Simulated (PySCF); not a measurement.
C₃H₆F₂Si, SMILES F[SiH2]C1(F)CC1. Geometry: PBE-D3(BJ)/def2-SVP. This is a generated structure with no PubChem entry under its InChIKey; it may be hypothetical. One conformer was computed; it need not be the lowest.

### Question
Give the equilibrium geometry at PBE-D3(BJ)/def2-SVP (PySCF confirms it by a frequency run) as a Z-matrix, and its point group. (The exact figures need the calculation; the answer reports its results.)

### Answer
Several could match; the one computed here: point group Cs.
```
C
F 1 1.3916
C 1 1.5093 2 116.11
H 3 1.1012 1 115.23 2 -1.98
H 3 1.1018 4 115.18 1 143.86
C 1 1.5093 2 116.11 3 67.77
H 6 1.1012 1 115.23 2 1.98
H 6 1.1018 7 115.18 1 -143.86
Si 1 1.8809 2 111.29 3 -146.12
F 9 1.6460 1 105.52 2 180.00
H 9 1.4997 10 108.68 1 119.51
H 9 1.4997 11 111.06 10 -119.51
```
